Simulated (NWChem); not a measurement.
System: BSiH₅O; SMILES O(B)[SiH3]

The following NWChem deck was run.

```
start job
memory heap 200 mb stack 900 mb global 1100 mb
geometry units angstroms noautoz
  B     -0.089332    -1.818789    -0.000129
  H     -1.314363    -1.840127     0.000024
  H      0.577378    -2.839452    -0.000624
  O      0.574916    -0.636123     0.000330
  Si     0.012280     0.970099    -0.000270
  H      0.555696     1.638195     1.226362
  H     -1.490693     0.994379     0.002894
  H      0.550412     1.635633    -1.230643
end
basis spherical
  B library aug-cc-pvdz
  H library aug-cc-pvdz
  O library aug-cc-pvdz
  Si library aug-cc-pvdz
end
dft
  xc b3lyp
  iterations 150
end
tddft
  nroots 8
  notriplet
end
task tddft energy
```

Parts of the log:

```
             Northwest Computational Chemistry Package (NWChem) 7.3.0
             --------------------------------------------------------

 C1  symmetry detected

                             Geometry "geometry" -> ""
                             -------------------------

 Output coordinates in angstroms (scale by  1.889725989 to convert to a.u.)

  No.       Tag          Charge          X              Y              Z
 ---- ---------------- ---------- -------------- -------------- --------------
    1 B                    5.0000    -0.23956539    -1.78110744    -0.00006276
    2 H                    1.0000    -1.46471207    -1.76801687     0.00066992
    3 H                    1.0000     0.39820308    -2.82010022    -0.00095501
    4 O                    8.0000     0.45765035    -0.61757204     0.00017466
    5 Si                  14.0000    -0.05963305     1.00382445    -0.00003111
    6 H                    1.0000     0.50291930     1.65627465     1.22639576
    7 H                    1.0000    -1.56132879     1.07032417     0.00384809
    8 H                    1.0000     0.49640528     1.65408941    -1.23060665

 Effective nuclear repulsion energy (a.u.)      99.7973317634

                                 NWChem DFT Module
                                 -----------------

 Summary of "ao basis" -> "ao basis" (spherical)
 ------------------------------------------------------------------------------
       Tag                 Description            Shells   Functions and Types
 ---------------- ------------------------------  ------  ---------------------
 B                        aug-cc-pvdz                9       23   4s3p2d
 H                        aug-cc-pvdz                5        9   3s2p
 O                        aug-cc-pvdz                9       23   4s3p2d
 Si                       aug-cc-pvdz               11       27   5s4p2d

            General Information
            -------------------
          SCF calculation type: DFT
          Wavefunction type:  closed shell.
          No. of atoms     :     8
          No. of electrons :    32
           Alpha electrons :    16
            Beta electrons :    16
          Charge           :     0
          Spin multiplicity:     1
          Use of symmetry is: off; symmetry adaption is: off
          Maximum number of iterations: 150
          AO basis - number of functions:   118
                     number of shells:    54
          Convergence on energy requested:  1.00D-06
          Convergence on density requested:  1.00D-05
          Convergence on gradient requested:  5.00D-04

[...]

                                NWChem TDDFT Module
                                -------------------

            General Information
            -------------------
           No. of orbitals :     236
            Alpha orbitals :     118
             Beta orbitals :     118
        Alpha frozen cores :       0
         Beta frozen cores :       0
     Alpha frozen virtuals :       0
      Beta frozen virtuals :       0
         Spin multiplicity :       1
    Number of AO functions :     118
        Use of symmetry is : off
      Symmetry adaption is : off
         Schwarz screening :  0.10D-07

              XC Information
              --------------
                  B3LYP Method XC Potential
              Hartree-Fock (Exact) Exchange   0.20
                 Slater Exchange Functional   0.80 local
             Becke 1988 Exchange Functional   0.72 non-local
       Lee-Yang-Parr Correlation Functional   0.81
           VWN I RPA Correlation Functional   0.19 local

             TDDFT Information
             -----------------
          Calculation type : TDDFT
         Wavefunction type : Restricted singlets
          No. of electrons :      32
           Alpha electrons :      16
            Beta electrons :      16
              No. of roots :       8
          Max subspacesize :    5600
            Max iterations :     100
               Target root :       1
           Target symmetry : none
      Symmetry restriction : off
                 Algorithm : Optimal
        Davidson threshold :  0.10D-03

    8 smallest eigenvalue differences (eV)
--------------------------------------------------------
  No. Spin  Occ  Vir  Irrep   E(Occ)    E(Vir)   E(Diff)
--------------------------------------------------------
    1    1   16   17 a        -0.301    -0.036     7.227
    2    1   16   18 a        -0.301    -0.017     7.719
    3    1   16   19 a        -0.301    -0.007     7.990
    4    1   15   17 a        -0.342    -0.036     8.340
    5    1   16   20 a        -0.301     0.017     8.651
    6    1   14   17 a        -0.354    -0.036     8.672
    7    1   16   21 a        -0.301     0.021     8.777
    8    1   15   18 a        -0.342    -0.017     8.832
--------------------------------------------------------

  Entering Davidson iterations
  Restricted singlet excited states

  Iter   NTrls   NConv    DeltaV     DeltaE      Time
  ----  ------  ------  ---------  ---------  ---------
    1      8       0     0.22E+00   0.10+100       36.6
    2     24       0     0.31E-01   0.86E-02       39.7
    3     40       0     0.11E-01   0.54E-03       41.3
    4     56       0     0.27E-01   0.24E-03       45.1
    5     72       0     0.75E-02   0.21E-02       48.5
    6     88       1     0.18E-02   0.10E-03       40.7
    7    102       3     0.62E-03   0.27E-05       41.9
    8    112       5     0.23E-03   0.20E-06       32.8
    9    118       8     0.90E-04   0.26E-07       32.2
  ----  ------  ------  ---------  ---------  ---------
  Convergence criterion met

  Ground state a        -392.659656217691 a.u.

[...]
```

Level: B3LYP/aug-cc-pVDZ, full TDDFT. Geometry: optimised at PBE-D3(BJ)/def2-SVP. B3LYP is NWChem's, with the RPA form of VWN correlation.
